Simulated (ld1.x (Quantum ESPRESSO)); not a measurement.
# thallium (Tl), PAW: configuration errors across variants

| Quantity | Value |
| --- | --- |
| Element | Tl (Z = 81) |
| Generator | ld1.x (Quantum ESPRESSO) 7.5 |
| Type | PAW |
| Functional | PBE |
| Relativity | scalar-relativistic |
| Frozen core | [Kr] 4d10 4f14 |
| Valence charge | 21 |
| Reference configuration | 5s2 5p6 5d10 6s2 6p1 |
| Partial waves | 5s (bound): rcut 1.20, rcutus 1.55 bohr; 6s (bound): rcut 1.20, rcutus 1.55 bohr; 5p (bound): rcut 1.55, rcutus 1.95 bohr; 6p (bound): rcut 1.55, rcutus 1.95 bohr; 5d (bound): rcut 1.10, rcutus 1.20 bohr; 5d channel at -0.85 Ry: rcut 1.10, rcutus 1.20 bohr |
| Local potential | all-electron potential smoothed inside 1.70 bohr (lloc = -2) |
| Core correction | a·sin(br)/r model core, default radius (ld1.x builds one for every PAW set, though the input has nlcc=.false.) |
| Augmentation charge | PSQ, inside the norm-conserving radii |

All-electron excitation energies from the reference (eV): (1) 5s2 5p6 5d10 6s2 6p0 5.167; (2) 5s2 5p6 5d10 6s1 6p0 25.947; (3) 5s2 5p6 5d10 6s0 6p0 56.087; (4) 5s2 5p6 5d9 6s0 6p0 107.876; (5) 5s2 5p6 5d10 6s1 6p1 13.444; (6) 5s2 5p6 5d10 6s2 6p1.3 -0.494; (7) 5s2 5p6 5d10 6s2 6p0.5 1.853.

The overlap operator is not positive definite (basis up to 400 Ry) in “all radii but the core radius scaled by about 0.74 (s 1.14, p 1.44, d 0.88 bohr, rcut 0.88/1.14/0.82); local potential all-electron potential smoothed inside 1.26 bohr (lloc = -2)”. Such files are unfit for use, however small their errors in these radial tests.

6 further variants failed, have other tests or too few solved ones, and are left out.

Errors AE − PS in meV (a dash: test not solved or not reliable):

```csv
change,(1),(2),(3),(4),(5),(6),(7),bound ghosts
base,-2.3,-9.5,-19,-40,-4.0,+0.2,-0.8,none
"all radii but the core radius scaled by about 0.74 (s 1.14, p 1.44, d 0.88 bohr, rcut 0.88/1.14/0.82); local potential all-electron potential smoothed inside 1.26 bohr (lloc = -2)",-2.2,-5.6,-10,-28,-2.7,+0.2,-0.8,not determined (overlap not positive)
"all radii but the core radius scaled by about 0.88 (s 1.36, p 1.72, d 1.06 bohr, rcut 1.06/1.36/0.96); local potential all-electron potential smoothed inside 1.50 bohr (lloc = -2)",-2.1,-8.4,-17,-38,-3.5,+0.1,-0.7,none
"all radii but the core radius scaled by about 0.95 (s 1.48, p 1.86, d 1.14 bohr, rcut 1.14/1.48/1.04); local potential all-electron potential smoothed inside 1.62 bohr (lloc = -2)",-1.9,-8.6,-18,-39,-3.5,+0.1,-0.8,none
```

Q: Give the same row for: all radii but the core radius scaled by about 1.06 (s 1.64, p 2.06, d 1.26 bohr, rcut 1.26/1.64/1.16); local potential all-electron potential smoothed inside 1.78 bohr (lloc = -2).

A: -2.3, -9.9, -22, -40, -4.8, +0.2, -0.8; bound ghosts: none.
